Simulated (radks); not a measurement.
Q: Species: the promethium ion Pm3+. Configuration: [Xe] 4f4 (the NIST ground configuration). Calculated with a radial shooting solver on a logarithmic mesh with Libxc functionals: non-relativistic Kohn-Sham, LB94 model potential, spin-polarised, spherical densities, point nucleus; open shells are filled with parallel spins first (spin-orbit coupling, left out, can overturn this in heavy ions); relativity is left out, which matters for an element this heavy. Some entries of the table are withheld. Estimate them.

orbital,occ.,eigenvalue (hartree),<1/r> (bohr^-1),<r> (bohr)
1s up,1,-1571.451,60.50,0.02486
1s down,1,-1571.451,60.50,0.02486
2s down,1,-248.9493,14.02,0.1061
2s up,1,-248.9474,14.02,0.1061
2p down,3,-236.4656,14.06,0.08998
2p up,3,-236.4645,14.06,0.08998
3s down,1,-55.53378,5.243,0.2755
3s up,1,-55.53042,5.241,0.2756
3p down,3,-49.99299,5.185,0.2652
3p up,3,-49.98964,5.184,0.2653
3d down,5,-39.63652,5.083,0.2364
3d up,5,-39.63281,5.082,0.2365
4s up,1,-11.98863,2.219,0.6259
4s down,1,-11.89982,2.219,0.6259
4p up,3,-9.87964,2.130,0.6422
4p down,3,-9.79128,2.129,0.6422
4d up,5,-6.14416,(1),0.6832
4d down,5,-6.05655,(2),0.6830
5s up,1,-2.64961,0.8988,1.469
5s down,1,-2.57445,0.8893,1.484
5p up,3,-2.05430,0.8016,1.632
5p down,3,-1.99003,0.7886,1.656
4f up,4,-1.68229,1.472,0.8677
4f down,0,-1.59950,1.470,0.8724

A: 
(1) 4d up <1/r> (bohr^-1): 1.932
(2) 4d down <1/r> (bohr^-1): 1.932
